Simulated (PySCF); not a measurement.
Si(Me)2 cation (C2H6Si), SMILES C[Si]C (connectivity only; charge and spin as stated), charge +1, multiplicity 2. Atoms are numbered in the order given.

```xyz
9

Si     0.0000     0.0000    -0.5531
C     -1.6019     0.0067     0.3611
H     -2.4614     0.2621    -0.2714
H     -1.5227     0.6992     1.2177
H     -1.7421    -1.0182     0.7587
C      1.6019    -0.0067     0.3611
H      1.5227    -0.6992     1.2177
H      1.7421     1.0182     0.7587
H      2.4614    -0.2621    -0.2714
```
Charge +1, spin multiplicity 2.

The structure is a stationary point at PBE-D3(BJ)/def2-TZVP. The multiplicity is an assumed one; other spin states were not compared. The isomer is the one that the SMILES or the coordinates give; other isomers of the formula were not compared.

All values below come from B3LYP/def2-TZVPD in PySCF.

Mulliken values depend strongly on the basis, most of all with diffuse functions as here. ESP charges are fitted to the potential on shells at 1.4 to 2.0 van der Waals radii. Atomic charges (e):

```
atom  ESP fit  meta-Löwdin  Mulliken  Mulliken spin
----  -------  -----------  --------  -------------
Si1      0.77         1.03      0.62           0.71
C2      -0.56        -0.57     -0.76           0.13
H3       0.22         0.18      0.31          -0.01
H4       0.22         0.18      0.32           0.02
H5       0.23         0.19      0.31           0.00
C6      -0.56        -0.57     -0.76           0.13
H7       0.22         0.18      0.32           0.02
H8       0.23         0.19      0.31           0.00
H9       0.22         0.18      0.31          -0.01
```
